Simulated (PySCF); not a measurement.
Se²⁺: ionisation energy

Se²⁺ [Ar] 3d10 4s2 4p2 (3P) → Se³⁺ [Ar] 3d10 4s2 4p1 (2P), as a difference of total energies. All numbers are calculated (PySCF 2.14, a scalar-relativistic core potential, in aug-cc-pwCVQZ-PP with ECP10MDF (10s9p8d6f4g1h, 166 functions)). Correlated levels: valence: 3s2 3p6 3d10 frozen; valence and next inner shell: nothing frozen outside the core potential. The calculations carry no spin-orbit coupling.

```
                                method  ionisation energy (eV)
                                   UHF                  30.995
                                   LDA                  31.641
                                   PBE                  31.468
                                  PBE0                  31.554
                                r2SCAN                  31.784
                         MP2 (valence)                  31.440
                     SCS-MP2 (valence)                  31.363
    MP2 (valence and next inner shell)                  31.663
SCS-MP2 (valence and next inner shell)                  31.529
```

Q: How much does correlation contribute at MP2 (valence and next inner shell)?

A: 31.663 − (30.995) = 0.668 eV, measured against UHF.

The reference lies between the lowest fine-structure levels, while these numbers refer to the centres of the terms.

For comparison: 31.697 ± 0.019 eV (measured; NIST Atomic Spectra Database, ionization energies).
